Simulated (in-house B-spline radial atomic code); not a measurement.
A fraction x of an electron is removed from 2p in Al⁵⁺, starting from [He] 2s2 2p4 and keeping the highest spin. Computed with an all-electron radial atomic-structure program (B-spline basis): non-relativistic SCAN, spin-polarised, spherical fractional occupations, point nucleus.

| x | E(x) - E(0) (eV) | 2p down level (eV) |
| --- | --- | --- |
| 0 | 0.0000 | -171.571 |
| 0.11 | 19.0797 | -175.333 |
| 0.16 | 27.8892 | -177.046 |
| 0.35 | 62.1470 | -183.563 |
| 0.46 | 82.5465 | -187.339 |
| 0.5 | 90.0676 | -188.712 |
| 0.61 | 111.0337 | -192.490 |
| 0.65 | 118.7608 | -193.866 |
| 0.86 | 160.2306 | -201.100 |
| 0.99 | 186.6650 | -205.602 |
| 1 | 188.7228 | - |

The exact functional would give a straight line between the two integer points. Deviations E(x) - E(0) - x[E(1) - E(0)], in eV: -1.68 at x = 0.11, -2.306 at x = 0.16, -3.906 at x = 0.35, -4.266 at x = 0.46, -4.294 at x = 0.5, -4.087 at x = 0.61, -3.909 at x = 0.65, -2.071 at x = 0.86, -0.171 at x = 0.99.

The curve lies below the straight line by up to 4.294 eV (at x = 0.5): convex, the delocalisation error that favours fractional charges.

(1) How well does Slater's transition state (minus the level at half occupation) give the ionisation energy?

Results:

(1) It gives 188.712 eV against 188.723 eV from the two total energies; NIST lists 190.49 eV, ground level to ground level.
